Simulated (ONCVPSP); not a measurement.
## Before and after: ONCV potential for cobalt (Co)

cobalt, optimised norm-conserving Vanderbilt (ONCV), made with ONCVPSP 4.0.1 (PBE, scalar-relativistic). Core [Ne], reference 3s2 3p6 3d7 (charge +2). Waves: 3s: rc 1.30 bohr, ncon 5, nbas 8, qcut 9.4 1/bohr, 2 projectors, debl 2.6 Ha; 3p: rc 0.75 bohr, ncon 4, nbas 7, qcut 11.3 1/bohr, 2 projectors, debl 2.9 Ha; 3d: rc 1.60 bohr, ncon 4, nbas 9, qcut 9.5 1/bohr, 3 projectors, debl 3.2 Ha. Local part: polynomial inside 0.60 bohr (lpopt 2, dvloc0 4 Ha). Core correction: Teter function, fcfact 2.75, rcfact 1.

In the s channel the program set the typed energies aside and used -4.464, 0.250 Ha. In the p channel the program set the typed energies aside and used -3.114, 0.250 Ha.

Change: functional LDA (Perdew-Wang 92). In the s channel the program set the typed energies aside and used -4.448, 0.250 Ha. In the p channel the program set the typed energies aside and used -3.112, 0.250 Ha.

Cutoffs: the cutoffs (Ha) at which the residual kinetic energy of the hardest occupied pseudo-wave falls to 1 and 0.1 mHa per electron; they do not see the model core or the augmentation charge, which bear on the density cutoff. Errors are all-electron minus pseudo energies relative to the spin-unpolarised reference configuration.

Question: What does the change do?

Answer: The potential gets neither clearly harder nor softer (70 Ha and 225 Ha → 70 Ha and 224 Ha); of the 4 tests that both files solve, the error grows in 3 and shrinks in 0 by more than 15 % and 0.3 meV (median size 9.1 → 11.2 meV); neither file shows a bound ghost.

| quantity | base | changed |
| --- | --- | --- |
| cutoff, loose | 70 Ha | 70 Ha |
| cutoff, tight | 225 Ha | 224 Ha |
| loose cutoff by channel | s 36 Ha, p 70 Ha, d 37 Ha | s 36 Ha, p 70 Ha, d 37 Ha |
| bound ghosts | none | none |
| GHOST(+) flags under 300 eV | none | none |
| error for 3s2 3p6 3d7 4s2, meV [ΔE -25.82 → -26.37 eV] | +11 | +14 |
| error for 3s2 3p6 3d7 4s1, meV [ΔE -16.79 → -17.08 eV] | +4.1 | +5.3 |
| error for 3s2 3p6 3d6, meV [ΔE 35.87 → 36.19 eV] | +101 | +104 |
| error for 3s2 3p6 3d7 4s1 4p1, meV [ΔE -21.47 → -21.94 eV] | +6.9 | +8.6 |
| s: phases at 1.32 bohr within 0.05 rad from the reference energy up to (Ha; the scan ends near 5) | to the end of the scan | to the end of the scan |
| p: phases at 0.76 bohr within 0.05 rad from the reference energy up to (Ha; the scan ends near 5) | to the end of the scan | to the end of the scan |
| d: phases at 1.63 bohr within 0.05 rad from the reference energy up to (Ha; the scan ends near 5) | to the end of the scan | to the end of the scan |
| rms error of d²Exc/dni dnj with the model core, mHa | 1.27 | 2.38 |
